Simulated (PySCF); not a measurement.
# Assignment exercise: C4HClN4

Numbering as in the mapped SMILES `[N:1]#[C:2][c:3]1[cH:4][c:5]([Cl:6])[n:7][n:8][n:9]1`; H(Xn) means a hydrogen on atom n.

Relativity neglected, single conformer, in vacuum. GIAO PBE0/pcSseg-1 shieldings; GFN2-xTB geometry; PySCF 2.14.

Chemical shifts δ = σref − σ; TMS for ¹³C (σ = 186.93 ppm), all at this level.

Problem. Assign these signals to the numbered atoms. ¹³C{¹H} NMR (computed): δ 171.1, 141.2, 130.6, 120.1.

Solution. 
| δ (ppm) | atoms | environment | reason |
| --- | --- | --- | --- |
| 171.1 | C5 | aromatic carbon bearing chlorine | – |
| 141.2 | C3 | substituted aromatic carbon next to a ring nitrogen | – |
| 130.6 | C4 | aromatic CH | the aromatic region |
| 120.1 | C2 | nitrile carbon | this is the usual window of a C≡N carbon, which has no attached hydrogen |

Carbons that carry Cl, above all several Cl atoms, come out too deshielded, partly because spin–orbit coupling is missing. Shifts are as computed. Against solution values, carbons near 30 ppm lie about +3 ppm off and those near 130 ppm about +5 ppm; carbons on Cl a further +6 ppm. Of 1211 compounds with measured shifts, 218 miss one by over three times the rms of a fit or turn the order of signals round; such compounds aren't used in these exercises.
